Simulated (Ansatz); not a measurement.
Ansatz (a quantum-chemistry and plane-wave program) input (MP2/LANL2DZ): The .json file is the Basis Set Exchange's LANL2DZ.

Ansatz 0.2 input:
```yaml
crystal:
  periodic: [false, false, false]
  atoms:
    - {symbol: S, position_ang: [1.56923700, -0.30499000, 0.11767700]}
    - {symbol: C, position_ang: [0.09578600, -0.03208300, 0.02546600]}
    - {symbol: S, position_ang: [-1.48646500, 0.34133100, -0.18265000]}
    - {symbol: H, position_ang: [-1.89906300, -0.38896000, 0.88676800]}
basis:
  gaussian:
    orbitals: LANL2DZ.json
total_charge: 1
magnetization: {spin_polarized: false}
correlation: {method: mp2, electrons: outside_noble_gas}
```

Output:

```
Functional definition: HF
integrals: 0.00 GiB planned
399 factors; integrals over basis functions are off by at most 4.6e-4 eV
mean field: 0.05 GiB planned
mean field evaluation 1: about -1572.9412 eV, gradient 1.1e1 eV
mean field evaluation 2: about -1572.9519 eV, gradient 1.1e1 eV
mean field evaluation 4: about -1573.5826 eV, gradient 8.3e-1 eV
mean field evaluation 8: about -1573.5906 eV, gradient 5.6e-2 eV
mean field -1573.59028666 eV, -57.8283764168 hartree, gradient 3.3e-6 eV, S^2 0.000000; 0 other end points of the search recorded, 0 dependent functions left out; unrestricted orbitals would lower it
mean field evaluation 16: about -1573.5145 eV, gradient 3.3e0 eV
1 core orbitals not correlated
reference -1573.59028666 eV, -57.8283764168 hartree; 8, 8 occupied and 18, 18 virtual orbitals, 399 factors
second order -5.86132606 eV of doubles, -0.00000000 eV of singles
Total energy: -1579.45161272 eV, -58.0437761766 hartree
```

The dipole moment of an ion depends on the origin.

The geometry given is a B3LYP-D3(BJ)/def2-TZVP minimum.
